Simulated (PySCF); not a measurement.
C3H7B3O3.
SMILES with atom numbers: `[CH2:1]=[CH:2][B:3]1[O:4][BH:5][O:6][B:7]([CH3:8])[O:9]1`

Cartesian coordinates in Å at the PBE0-D3(BJ)/def2-SVP level; atoms count from 1:
```
atom  x, y, z in Å
C1    -3.352    0.041    0.310
C2    -2.192    0.691    0.476
B3    -0.833    0.018    0.158
O4    -0.791   -1.277   -0.320
B5     0.404   -1.880   -0.595
O6     1.571   -1.195   -0.398
B7     1.568    0.103    0.074
C8     2.901    0.892    0.263
O9     0.352    0.690    0.347
H10   -4.321    0.499    0.533
H11   -3.367   -0.990   -0.060
H12   -2.204    1.722    0.849
H13    0.430   -3.011   -1.008
H14    2.858    1.562    1.134
H15    3.059    1.535   -0.620
H16    3.771    0.226    0.345
```

NICS = −σ at a ghost point: NICS(0) at the centroid of the ring atoms, NICS(1) 1 Å to either side along the normal of their mean plane, zz for the tensor component along that normal. Level: GIAO B97-2/pcSseg-1 (PySCF, non-relativistic, gas phase) on the PBE0-D3(BJ)/def2-SVP geometry, one conformer.

Ring bond lengths (Å): B3–O4 1.381, O4–B5 1.366, B5–O6 1.368, O6–B7 1.381, B7–O9 1.378, O9–B3 1.375.

What do the NICS probes read (ppm)?

| ring | type | NICS(0) | NICS(1), two faces | NICS(1)zz, two faces | rms pucker (Å) | centre to ring atoms, mean (Å) |
| --- | --- | --- | --- | --- | --- | --- |
| B3–O4–B5–O6–B7–O9 | 6-membered ring with 3 B and 3 O; formal bonds all single | -1.3 | -2.2 / -2.2 | -1.2 / -1.2 | 0.00 | 1.37 |

What can be read from them?

- B3–O4–B5–O6–B7–O9: mean NICS(1)zz -1.2 ppm, near zero.

What field does 11.7 T along the ring normal induce along that normal at the first NICS(1) probe listed for ring B3–O4–B5–O6–B7–O9, 1 Å off the ring?

NICSzz × B0 = -1.2 ppm × 11.7 T = -14 μT, against the applied field.

How do the values depend on the level or the medium?

| level | NICS(0), B3–O4–B5–O6–B7–O9 | mean NICS(1)zz, B3–O4–B5–O6–B7–O9 |
| --- | --- | --- |
| B97-2/pcSseg-1, gas | -1.3 | -1.2 |
| PBE0/pcSseg-1, gas | -1.3 | -1.3 |
| PBE0/pcSseg-1, IEF-PCM chloroform | -1.3 | -1.2 |
| PBE0/pcSseg-1, IEF-PCM dichloromethane | -1.3 | -1.2 |

The geometry is the same throughout; the continuum's cavity takes Bondi-type radii × 1.2.
